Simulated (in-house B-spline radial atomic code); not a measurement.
Cr. Computed with a B-spline radial atomic code. Model: non-relativistic spherical atom: semilocal Troullier-Martins pseudo-atom, one channel per l, against all electrons, high spin, G0W0 and RPA with empty states to l = 8, local potential for every l without a channel, a model core (radius 0 = none) keeps its share of the functional.

The core holds an angular momentum without a channel of its own, so the local potential lets valence electrons into it.

What the tables leave out is listed at the end.

The pseudopotential gives back the lowest level of each angular momentum of its own functional in the configuration it was made in; a second state of the same l is only approximately right. Exact exchange, RPA and GW see the smooth pseudo-orbitals and miss the exchange with the core, for which the functional's share stands in. The column with an uncorrelated core keeps all orbitals and exact exchange, and so separates missing core correlation from pseudisation. Only the three outermost levels and the lowest empty one were computed. RPA here is direct RPA, with no exchange kernel, and its energies carry an (l + 1/2)⁻⁴ tail. A hybrid on a potential with a model core restores only its own semilocal share of the core's exchange.

Command:
```bash
python run_psgw.py task.json out
```
Settings (lengths in bohr, energies in hartree):
```
Z                      24
electrons              24
configuration          [Ar] 3d5 4s1
generated_in           [Ar] 3d5 4s1
functional             pbe,pbe
core_shells            5
radius_factor          1.15
core_correction        False
ion_configuration      [Ar] 3d5
```

Run time, properties included: 60 s on 1 thread of Arm Neoverse N1, on a shared host.

Given: made with PBE; model core radius 0 bohr; local radius 2.827 bohr; mean-field start PBE0.

Valence shells of the generating configuration: 4s, 3d.

Channel: s 3.205, d 2.76 (radii in bohr).

Computed: largest level miss in the spin-unpolarised generating configuration 0 eV; valence RPA correlation energy all-electron orbitals -0.21956 hartree; valence RPA correlation energy pseudo -0.3326 hartree; all-electron RPA polarisability, core included 43.227 bohr³; ionisation by mean-field all-electron 6.9264 eV; ionisation by mean-field pseudo minus all 0.14 eV; ionisation by RPA all-electron 7.1765 eV.

```json
{"level": "4s up", "occupied": "1", "mean-field all-electron (eV)": "-4.8496", "mean-field pseudo minus all (eV)": "-0.12", "G0W0 all-electron (eV)": "-7.1889", "G0W0 uncorrelated core minus all (eV)": "0.083", "G0W0 pseudo minus all (eV)": "-0.603", "exchange self-energy all-electron (eV)": "-9.7467", "exchange self-energy pseudo (eV)": "-9.5294"}
```

Task: What is the ionisation by RPA pseudo minus all?

Result: 1.358 eV.

Task: What is the pseudo-atom RPA polarisability?

Result: 46.014 bohr³.

Given: mean-field start Hartree-Fock.

Computed: valence RPA correlation energy all-electron orbitals -0.169 hartree; valence RPA correlation energy pseudo -0.26892 hartree; all-electron RPA polarisability, core included 34.084 bohr³; pseudo-atom RPA polarisability 30.622 bohr³; ionisation by mean-field all-electron 5.9017 eV; ionisation by mean-field pseudo minus all 0.893 eV.

```
level  occupied  mean-field all-electron (eV)  mean-field pseudo minus all (eV)  G0W0 all-electron (eV)  G0W0 uncorrelated core minus all (eV)  G0W0 pseudo minus all (eV)  exchange self-energy all-electron (eV)  exchange self-energy pseudo (eV)
4s up         1                       -6.0422                            -1.028                  -6.815                                  0.075                      -1.361                                 -8.7077                           -9.7362
3d up         1                       -10.169                             2.271                 -9.1246                                  0.215                       1.205                                 -33.629                            -19.78
```

Task: What is the ionisation by RPA pseudo minus all?

Result: 1.298 eV.

Task: What is the ionisation by RPA all-electron?

Result: 6.7917 eV.

Among the listed levels the largest G0W0 shift of the pseudo-atom is -1.36 eV, for 4s up on the Hartree-Fock start, while leaving the core uncorrelated moves that level by +0.07 eV. So pseudisation and the lost core exchange, not the missing core correlation, make the error. Not in the tables (levels of low weight, unsolved or above zero; the highest and the empty levels are kept at any weight): on PBE the pseudo-atom's empty level 4p up at -3.0 eV, below the lowest empty all-electron level, a spurious state that also inflates its RPA energy and polarisability; on PBE, a start not tabulated, the G0W0 levels 3d up (pseudo minus all +1.18 eV, weights 0.65 and 0.47), 4s up (pseudo minus all -0.20 eV, weights 0.64 and 0.72); on PBE0 the G0W0 levels 3d up (pseudo minus all +1.44 eV, weights 0.76 and 0.70), 4p up (pseudo minus all -1.21 eV, weights 0.84 and 0.94).
